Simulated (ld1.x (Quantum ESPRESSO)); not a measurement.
**rubidium (Rb): one change to a TM potential, before and after**

ld1.x (Quantum ESPRESSO) 7.5 input, shortened:

```
&input
   title='Rb', zed=37., rel=1, dft='PBE', iswitch=3,
   config='[Kr] 4d0 5s0.5 5p0'
 /
 &inputp
   pseudotype=2, tm=.true., lloc=1,
   nlcc=.false.
 /
3
4S  1  0   2.00   0.00  2.25  2.25  0.0
4D  3  2   0.00   0.00  3.90  3.90  0.0
4P  2  1   6.00   0.00  1.60  1.60  0.0
 &test
   configts(1)='4s2 4p6 4d0 5s0.5 5p0'
 /
```

Occupied shells without a wave of their own: 5s. They enter only through the test configuration that unscreens the potential.

Change: wave 4s (bound): rc 2.25 bohr becomes 4s (bound): rc 3.28 bohr.

Cutoffs: the cutoffs (Ry, on a coarse ladder) from which the occupation-weighted sum of valence levels, in a spherical-Bessel basis at the reference potential, stays within 10 and 1 mRy of its value at 400 Ry; they do not see the model core or the augmentation charge, which bear on the density cutoff. Errors are all-electron minus pseudo energies relative to the spin-unpolarised reference configuration.

**Question.** What does the change do?

**Answer.** The potential gets neither clearly harder nor softer (35 Ry and 70 Ry → 35 Ry and 70 Ry); both files keep a bound ghost (d); the miss of the reference levels goes from 0.11 to 0.32 eV; the number of tests that count goes from 7 to 6; of the 6 tests that both files solve, the error grows in 6 and shrinks in 0 by more than 15 % and 0.3 meV (median size 60.8 → 157.6 meV). More of the atom is replaced by a form fitted at one configuration, so other configurations suffer.

```tsv
quantity	base	changed
cutoff, loose	35 Ry	35 Ry
cutoff, tight	70 Ry	70 Ry
loose cutoff by channel (10 mRy a level)	s 15 Ry, p 25 Ry	s 6 Ry, p 25 Ry
bound ghosts	d	d
largest miss of a reference level, eV	0.11	0.32
tests counted (converged, no solver errors)	7 of 7	6 of 7
error for 4s2 4p6 4d0 5s1 5p0, meV [ΔE -1.58 eV]	+42	+121
error for 4s2 4p6 4d0 5s0 5p0, meV [ΔE 2.58 eV]	-76	-213
error for 4s2 4p6 4d1 5s0 5p0, meV [ΔE 0.66 eV]	-46	-133
error for 4s2 4p6 4d0.5 5s0.5 5p0, meV [ΔE -0.46 eV]	+2.4	+7.0
error for 4s2 4p5 4d0 5s1 5p0, meV [ΔE 19.56 eV]	+154	+381
error for 4s1 4p6 4d0 5s1 5p0, meV [ΔE 36.16 eV]	+97	+182
s: phases at 4.24 bohr within 0.05 rad from the reference energy up to (Ry; the scan ends near 5)	-0.5	-0.6
p: phases at 4.24 bohr within 0.05 rad from the reference energy up to (Ry; the scan ends near 5)	2.3	2.3
d: phases at 4.24 bohr within 0.05 rad from the reference energy up to (Ry; the scan ends near 5)	0.8	0.8
```

Changed file: Tests not counted: 4s2 4p6 4d0 5s0 5p1 (solver errors, printed error -2.8 eV). The 5s level has no wave, so the channel is fitted at the deeper level alone: the likely source of the large errors. A true bound ghost makes a file unfit for plane-wave use even where its test errors are small: the radial tests pick states by their node count and pass the ghost by. Where a test does run into it, the solver fails or the error is huge.
